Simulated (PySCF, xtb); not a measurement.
Se(SeH)(OSiH3) (H4OSe2Si), SMILES [SiH3]O[Se][SeH].

GFN2-xTB (xtb) at its own geometry gives an orbital gap of 3.21 eV and a dipole moment of 0.24 D.

Geometry: PBE0-D3(BJ)/def2-SVP. One conformer was computed; it need not be the lowest.

Q: What does PBE/def2-TZVP in PySCF give? (The exact figures need the calculation; the answer reports its results.)

A: gap 3.31 eV (levels -5.70 and -2.39 eV), dipole 0.69 D.
